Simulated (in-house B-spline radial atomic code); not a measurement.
Configurations of N, with energies counted from [He] 2s2 2p3. Computed with a radial B-spline atomic code at the basis-set limit: non-relativistic BHandHLYP, spin-polarised, spherical fractional occupations, point nucleus. Caution: exact exchange at fractional occupations of open shells leaves self-interaction of up to several eV. Shells without spins written out take the highest spin.

Occupations are held fixed; configurations that lie above the ionisation limit could autoionise.

| configuration | E - E(ref) (eV) | highest orbital | its <r> (bohr) |
| --- | --- | --- | --- |
| [He] 2s1 2p4 | 13.268 | 2p down | 1.958 |
| [He] 2s2 2p2 3p1 | 15.368 | 3p up | 7.352 |
| [He] 2s2 2p2 3d1 | 16.459 | 3d up | 12.17 |
| [He] 2s1 2p3 3s1 | 16.789 | 3s up | 5.154 |
| [He] 2s(0 up, 1 down) 2p(2 up, 2 down) | 19.939 | 2p up | 1.584 |
| [He] 2s(1 up, 0 down) 2p(0 up, 3 down) 3s(1 up, 0 down) | 24.426 | 3s up | 5.286 |

(1) Order these further configurations by energy, lowest first.
A. [He] 2s1 2p3 3d1
B. [He] 2s1 2p3 3p1
C. [He] 2s2 2p2 3s1
D. [He] 2s2 2p(1 up, 1 down) 3s(0 up, 1 down)
E. [He] 2s2 2p(0 up, 2 down) 3d(1 up, 0 down)

(2) How far above the reference does [He] 2s2 2p(2 up, 1 down) lie?

Answers

(1) C (13.475 eV), E (16.457 eV), D (17.92 eV), B (18.646 eV), A (19.734 eV).

(2) 7.6313 eV; its least bound orbital is 2p down with <r> = 1.655 bohr.
